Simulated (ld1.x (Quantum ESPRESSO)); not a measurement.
## Reading a pseudo-wave (nitrogen (N))

Columns: radius, all-electron u(r) and pseudo u(r) of the 2s shell (level -32.46 eV) of nitrogen in the configuration [He] 2s2 2p2; PBE, scalar-relativistic, TM scheme, ld1.x (Quantum ESPRESSO) 7.5.

| r (bohr) | all-electron | pseudo |
| --- | --- | --- |
| 0.060 | 0.3322 | -0.0519 |
| 0.120 | 0.4092 | -0.1050 |
| 0.180 | 0.3467 | -0.1603 |
| 0.240 | 0.2134 | -0.2190 |
| 0.300 | 0.0502 | -0.2820 |
| 0.360 | -0.1187 | -0.3501 |
| 0.420 | -0.2793 | -0.4235 |
| 0.480 | -0.4244 | -0.5013 |
| 0.540 | -0.5505 | -0.5818 |
| 0.600 | -0.6569 | -0.6616 |
| 0.660 | -0.7435 | -0.7367 |
| 0.720 | -0.8113 | -0.8026 |
| 0.780 | -0.8618 | -0.8557 |
| 0.840 | -0.8968 | -0.8939 |
| 0.900 | -0.9182 | -0.9173 |
| 0.960 | -0.9278 | -0.9277 |
| 1.020 | -0.9276 | -0.9276 |
| 1.080 | -0.9191 | -0.9191 |
| 1.140 | -0.9038 | -0.9038 |
| 1.200 | -0.8831 | -0.8831 |
| 1.260 | -0.8580 | -0.8580 |
| 1.320 | -0.8296 | -0.8296 |
| 1.380 | -0.7988 | -0.7988 |
| 1.440 | -0.7662 | -0.7662 |
| 1.500 | -0.7326 | -0.7326 |
| 1.560 | -0.6983 | -0.6983 |

(1) How many radial nodes do the two functions have?

(2) At about which radius was the pseudo-wave matched?

(3) Is the pseudo-wave norm-conserving?

## Answers

(1) The all-electron 2s function has n − l − 1 = 1; the pseudo-wave has 0, since the states of the same l below it are removed with the core.

(2) 1.05 bohr. The columns agree to 0.0005 from 0.96 bohr on; several derivatives are matched, so the curves merge somewhat inside the radius.

(3) Yes: the TM scheme keeps the norm inside the radius equal to the all-electron one, which fixes the energy derivative of the logarithmic derivative at the level.
